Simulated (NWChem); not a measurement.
System: C3H2F3O, doublet; SMILES FC(F)(C(=[CH])O)F

NWChem input:

```
start job
memory heap 200 mb stack 900 mb global 1100 mb
geometry units angstroms noautosym nocenter noautoz
  C      1.334813    -1.527087     0.008291
  C      0.145436    -0.955923    -0.000567
  O     -1.056364    -1.562092    -0.010965
  C     -0.019042     0.551730     0.000906
  F     -0.688753     0.955898    -1.076442
  F     -0.698051     0.952677     1.073677
  F      1.163341     1.162632     0.007034
  H      2.382858    -1.248379     0.016899
  H     -0.921275    -2.517563    -0.011287
end
basis spherical
  * library 6-31g*
end
dft
  odft
  mult 2
  xc m06-2x
  iterations 150
end
cosmo
  do_cosmo_smd true
  solvent acetntrl
end
task dft energy
```

Excerpt of the output:

```
             Northwest Computational Chemistry Package (NWChem) 7.3.0
             --------------------------------------------------------

                             Geometry "geometry" -> ""
                             -------------------------

 Output coordinates in angstroms (scale by  1.889725989 to convert to a.u.)

  No.       Tag          Charge          X              Y              Z
 ---- ---------------- ---------- -------------- -------------- --------------
    1 C                    6.0000     1.33481300    -1.52708700     0.00829100
    2 C                    6.0000     0.14543600    -0.95592300    -0.00056700
    3 O                    8.0000    -1.05636400    -1.56209200    -0.01096500
    4 C                    6.0000    -0.01904200     0.55173000     0.00090600
    5 F                    9.0000    -0.68875300     0.95589800    -1.07644200
    6 F                    9.0000    -0.69805100     0.95267700     1.07367700
    7 F                    9.0000     1.16334100     1.16263200     0.00703400
    8 H                    1.0000     2.38285800    -1.24837900     0.01689900
    9 H                    1.0000    -0.92127500    -2.51756300    -0.01128700

 Effective nuclear repulsion energy (a.u.)     324.5631781013

                                 NWChem DFT Module
                                 -----------------

 Summary of "ao basis" -> "ao basis" (spherical)
 ------------------------------------------------------------------------------
       Tag                 Description            Shells   Functions and Types
 ---------------- ------------------------------  ------  ---------------------
 C                           6-31g*                  6       14   3s2p1d
 O                           6-31g*                  6       14   3s2p1d
 F                           6-31g*                  6       14   3s2p1d
 H                           6-31g*                  2        2   2s

 in cosmo_initialize ...
 calling solv_data for solv:acetntrl

 solvent parameters
 solvname_short: acetntrl
 solvname_long:  acetonitrile
 dielec:       35.6880
 dielecinf:     1.8069
 nonaqueous SMD model solvent descriptors
 dielec:       35.6880
 sola:          0.0700
 solb:          0.3200
 solc:          0.0000
 solg:         41.2500
 solh:          0.0000
 soln:          1.3442

          ---------------
          -cosmo- solvent
          ---------------
 Cosmo: York-Karplus, doi: 10.1021/jp992097l
 dielectric constant -eps-     =  35.69
 screen = (eps-1)/(eps    )    =   0.97198
 surface charge correction     = lagrangian

   van der Waals surface
 --------------------------

 ---------- ATOMIC COORDINATES (A.U.) ------------ VDWR(ANG.) --
     1    2.52243082   -2.88577599    0.01566772     1.850
     2    0.27483419   -1.80643254   -0.00107147     1.850
     3   -1.99623850   -2.95192585   -0.02072085     2.168
     4   -0.03598416    1.04261852    0.00171209     1.850
     5   -1.30155444    1.80638529   -2.03418042     1.730
     6   -1.31912512    1.80029849    2.02895533     1.730
     7    2.19839572    2.19705591    0.01329233     1.730
     8    4.50294869   -2.35909424    0.03193448     1.200
     9   -1.74095731   -4.75750423   -0.02132934     1.200
 number of segments per atom =        128
 number of   points per atom =        128
 atom (   nspa,  nppa )
 ----------------------
    1 (     69,     0 )       0
    2 (     16,     0 )       0
    3 (     86,     0 )       0
    4 (      6,     0 )       0
    5 (     71,     0 )       0
    6 (     71,     0 )       0
    7 (     77,     0 )       0
    8 (     51,     0 )       0
    9 (     14,     0 )       0
 number of -cosmo- surface points =      461
 molecular surface =    129.041 angstrom**2
 molecular volume  =    112.513 angstrom**3
 -lineq- algorithm             =   0
 -bem- low  level              =   3
 -bem- from -octahedral-
 gaussian surface charge width =   4.50000
 degree of switching           =   1.00000
 switching function tolerance  =   0.00010
 atomic radii =
 --------------
    1  6.000  1.850
    2  6.000  1.850
    3  8.000  2.168
    4  6.000  1.850
    5  9.000  1.730
    6  9.000  1.730
    7  9.000  1.730
    8  1.000  1.200
    9  1.000  1.200
 ...... end of -cosmo- initialization ......

 nat:                     9
 ixmem:                  4523
 calling mnsol_interface()
 G(SMD-CDS) energy (kcal/mol)  =     1.644
 SMD-CDS SASA (angstrom**2)    =   139.229

            General Information
            -------------------
          SCF calculation type: DFT
          Wavefunction type:  spin polarized.
          No. of atoms     :     9
          No. of electrons :    55
           Alpha electrons :    28
            Beta electrons :    27
          Charge           :     0
          Spin multiplicity:     2
          Use of symmetry is: off; symmetry adaption is: off
          Maximum number of iterations: 150
          AO basis - number of functions:   102
                     number of shells:    46
          Convergence on energy requested:  1.00D-06
          Convergence on density requested:  1.00D-05
          Convergence on gradient requested:  5.00D-04

              XC Information
              --------------
                       M06-2X Method XC Functional
                     Hartree-Fock (Exact) Exchange  0.540
                        M06-2X Exchange Functional  1.000
                      M06-2X Correlation Potential  1.000

             Grid Information
             ----------------
          Grid used for XC integration:  medium
          Radial quadrature: Mura-Knowles
          Angular quadrature: Lebedev.
          Tag              B.-S. Rad. Rad. Pts. Rad. Cut. Ang. Pts.
          ---              ---------- --------- --------- ---------
          C                   0.70       49           9.0       434
          O                   0.60       49           9.0       434
          F                   0.50       49          11.0       434
          H                   0.35       45           9.0       434
          Grid pruning is: on
          Number of quadrature shells:   433
          Spatial weights used:  Erf1

      Superposition of Atomic Density Guess
      -------------------------------------

 Sum of atomic energies:        -486.84857582

      Non-variational initial energy
      ------------------------------

 Total energy =    -489.422955
 1-e energy   =   -1319.914955
 2-e energy   =     505.928823
 HOMO         =      -0.168948
 LUMO         =       0.076278

[...]

                                COSMO-SMD solvation results
                                ---------------------------

             internal energy in gas <Psi(g)|H|Psi(g)> =      -489.975582725423
         internal energy in solvent <Psi(s)|H|Psi(s)> =      -489.974691867988
                               delta internal energy  =         0.000890857436 (    0.56 kcal/mol)
   total free energy in solvent <Psi(s)|H+V/2|Psi(s)> =      -489.983832487367
 polarization energy contribution <Psi(s)|V/2|Psi(s)> =        -0.009140619380 (   -5.74 kcal/mol)
    total free energy in solvent including G(SMD-CDS) =      -489.981211819494
                       G(SMD-CDS) energy contribution =         0.002620667873 (    1.64 kcal/mol)
     1 M fixed-concentration free energy of solvation =        -0.005629094071 (   -3.53 kcal/mol)

                    DFT Final Alpha Molecular Orbital Analysis
                    ------------------------------------------

 Vector   26  Occ=1.000000D+00  E=-4.567248D-01
              MO Center= -2.5D-01, -7.3D-01, -2.9D-03, r^2= 2.9D+00
   Bfn.  Coefficient  Atom+Function         Bfn.  Coefficient  Atom+Function
  ----- ------------  ---------------      ----- ------------  ---------------
    31      0.291570  3 O  px                32     -0.252036  3 O  py
     3      0.235510  1 C  px                35      0.220899  3 O  px
    46     -0.218964  4 C  py                18      0.215093  2 C  py
    88      0.205580  7 F  py                17     -0.168406  2 C  px
    74      0.168814  6 F  py                36     -0.167706  3 O  py

 Vector   27  Occ=1.000000D+00  E=-3.213216D-01
              MO Center=  4.6D-01, -1.4D+00,  7.4D-03, r^2= 2.0D+00
   Bfn.  Coefficient  Atom+Function         Bfn.  Coefficient  Atom+Function
  ----- ------------  ---------------      ----- ------------  ---------------
     5      0.431325  1 C  pz                33     -0.358607  3 O  pz
     9      0.319590  1 C  pz                37     -0.307841  3 O  pz
    19      0.275850  2 C  pz                23      0.162402  2 C  pz
    51      0.042796  4 C  pz                89     -0.039940  7 F  pz
    74      0.039621  6 F  py                78      0.036564  6 F  py

 Vector   28  Occ=1.000000D+00  E=-3.212019D-01
              MO Center=  1.1D+00, -1.5D+00,  4.8D-04, r^2= 1.8D+00
   Bfn.  Coefficient  Atom+Function         Bfn.  Coefficient  Atom+Function
  ----- ------------  ---------------      ----- ------------  ---------------
     4      0.551026  1 C  py                 8      0.433963  1 C  py
    46      0.181502  4 C  py                 6     -0.175948  1 C  s
    48     -0.153660  4 C  s                 31      0.132082  3 O  px
    18     -0.101160  2 C  py                17      0.097640  2 C  px
    60     -0.097879  5 F  py                35      0.096759  3 O  px

 Vector   29  Occ=0.000000D+00  E= 4.904694D-02
              MO Center=  5.4D-01, -1.0D+00,  2.5D-03, r^2= 2.3D+00
   Bfn.  Coefficient  Atom+Function         Bfn.  Coefficient  Atom+Function
  ----- ------------  ---------------      ----- ------------  ---------------
     9      0.557980  1 C  pz                23     -0.548228  2 C  pz
    19     -0.452000  2 C  pz                 5      0.381197  1 C  pz
    37      0.248175  3 O  pz                51     -0.216585  4 C  pz
    33      0.199729  3 O  pz                47     -0.164006  4 C  pz
    76      0.151013  6 F  s                 62     -0.150212  5 F  s

 Vector   30  Occ=0.000000D+00  E= 1.416019D-01
              MO Center= -5.3D-01, -2.2D+00, -7.7D-03, r^2= 3.4D+00
   Bfn.  Coefficient  Atom+Function         Bfn.  Coefficient  Atom+Function
  ----- ------------  ---------------      ----- ------------  ---------------
   102      1.282692  9 H  s                 34     -0.955769  3 O  s
   100      0.514913  8 H  s                  7     -0.449328  1 C  px
    21     -0.400009  2 C  px                36      0.372143  3 O  py
    32      0.202637  3 O  py                49     -0.197740  4 C  px
    22      0.193533  2 C  py                30     -0.178398  3 O  s

 Vector   31  Occ=0.000000D+00  E= 1.903903D-01
              MO Center=  1.9D+00, -1.3D+00,  1.3D-02, r^2= 3.4D+00
   Bfn.  Coefficient  Atom+Function         Bfn.  Coefficient  Atom+Function
  ----- ------------  ---------------      ----- ------------  ---------------
   100      1.776519  8 H  s                  6     -1.420680  1 C  s
     7     -0.664844  1 C  px               102     -0.551544  9 H  s
    20      0.269977  2 C  s                  8     -0.268235  1 C  py
    36     -0.239459  3 O  py                 3     -0.226054  1 C  px
    22     -0.219195  2 C  py                48      0.206633  4 C  s

                     DFT Final Beta Molecular Orbital Analysis
                     -----------------------------------------

 Vector   25  Occ=1.000000D+00  E=-4.840543D-01
              MO Center= -6.4D-01, -1.1D+00, -7.0D-03, r^2= 2.0D+00
   Bfn.  Coefficient  Atom+Function         Bfn.  Coefficient  Atom+Function
  ----- ------------  ---------------      ----- ------------  ---------------
    33      0.499215  3 O  pz                37      0.347783  3 O  pz
    19      0.264765  2 C  pz                60     -0.182458  5 F  py
    74      0.182369  6 F  py                23      0.141483  2 C  pz
    64     -0.126599  5 F  py                78      0.126559  6 F  py
     5      0.103153  1 C  pz                89     -0.084029  7 F  pz

 Vector   26  Occ=1.000000D+00  E=-4.493191D-01
              MO Center= -2.3D-01, -6.4D-01, -2.6D-03, r^2= 2.9D+00
   Bfn.  Coefficient  Atom+Function         Bfn.  Coefficient  Atom+Function
  ----- ------------  ---------------      ----- ------------  ---------------
    31      0.263104  3 O  px                18      0.247201  2 C  py
    32     -0.243514  3 O  py                46     -0.236837  4 C  py
     3      0.225591  1 C  px                35      0.204440  3 O  px
    88      0.199203  7 F  py                60      0.186405  5 F  py
    74      0.186721  6 F  py                17     -0.183922  2 C  px

 Vector   27  Occ=1.000000D+00  E=-3.025091D-01
              MO Center=  3.6D-01, -1.3D+00,  7.6D-04, r^2= 2.0D+00
   Bfn.  Coefficient  Atom+Function         Bfn.  Coefficient  Atom+Function
  ----- ------------  ---------------      ----- ------------  ---------------
     5      0.364830  1 C  pz                33     -0.359418  3 O  pz
    19      0.347448  2 C  pz                37     -0.316801  3 O  pz
     9      0.282963  1 C  pz                23      0.223414  2 C  pz
    51      0.055904  4 C  pz                74      0.048987  6 F  py
    60     -0.048594  5 F  py                78      0.044438  6 F  py

 Vector   28  Occ=0.000000D+00  E=-4.187582D-02
              MO Center=  1.1D+00, -1.7D+00,  5.8D-03, r^2= 1.9D+00
   Bfn.  Coefficient  Atom+Function         Bfn.  Coefficient  Atom+Function
  ----- ------------  ---------------      ----- ------------  ---------------
     8      0.595773  1 C  py                 4      0.391524  1 C  py
   102     -0.262170  9 H  s                  6     -0.201187  1 C  s
    34      0.174684  3 O  s                 46      0.141575  4 C  py
    31      0.135660  3 O  px                17      0.116706  2 C  px
    20     -0.115977  2 C  s                 49      0.107156  4 C  px

 Vector   29  Occ=0.000000D+00  E= 6.460811D-02
              MO Center=  7.0D-01, -1.1D+00,  3.7D-03, r^2= 2.3D+00
   Bfn.  Coefficient  Atom+Function         Bfn.  Coefficient  Atom+Function
  ----- ------------  ---------------      ----- ------------  ---------------
     9      0.633245  1 C  pz                23     -0.522818  2 C  pz
    19     -0.414631  2 C  pz                 5      0.394030  1 C  pz
    37      0.219141  3 O  pz                51     -0.211093  4 C  pz
    33      0.171352  3 O  pz                47     -0.166273  4 C  pz
    76      0.146159  6 F  s                 62     -0.145325  5 F  s

 Vector   30  Occ=0.000000D+00  E= 1.422152D-01
              MO Center= -5.6D-01, -2.4D+00, -8.2D-03, r^2= 3.1D+00
   Bfn.  Coefficient  Atom+Function         Bfn.  Coefficient  Atom+Function
  ----- ------------  ---------------      ----- ------------  ---------------
   102      1.385593  9 H  s                 34     -0.898928  3 O  s
     7     -0.498606  1 C  px               100      0.437936  8 H  s
    36      0.427409  3 O  py                21     -0.388795  2 C  px
    22      0.358370  2 C  py                48     -0.294719  4 C  s
    50      0.242790  4 C  py                 8      0.237995  1 C  py

   alpha - beta orbital overlaps
   -----------------------------

   alpha      1      2      3      4      5      6      7      8      9     10
    beta      1      2      3      4      5      6      7      8      9     10
 overlap   1.000  1.000  1.000  1.000  1.000  1.000  1.000  1.000  1.000  1.000

   alpha     11     12     13     14     15     16     17     18     19     20
    beta     11     12     13     14     15     16     17     18     19     20
 overlap   1.000  0.991  0.975  0.970  1.000  0.985  0.998  0.956  1.000  0.960

   alpha     21     22     23     24     25     26     27     28     29     30
    beta     21     22     24     23     25     26     27     28     29     30
 overlap   1.000  0.993  0.982  1.000  0.999  0.994  0.991  0.958  0.992  0.976

[...]
```

Level: M06-2X/6-31G* (spherical d), spin-unrestricted, SMD on the gas-phase geometry. Coordinates come from a PBE0/def2-SVP, spin-unrestricted optimisation. No frequency run checked for a minimum. No stability test was run on the SCF state. Solvent: acetonitrile.
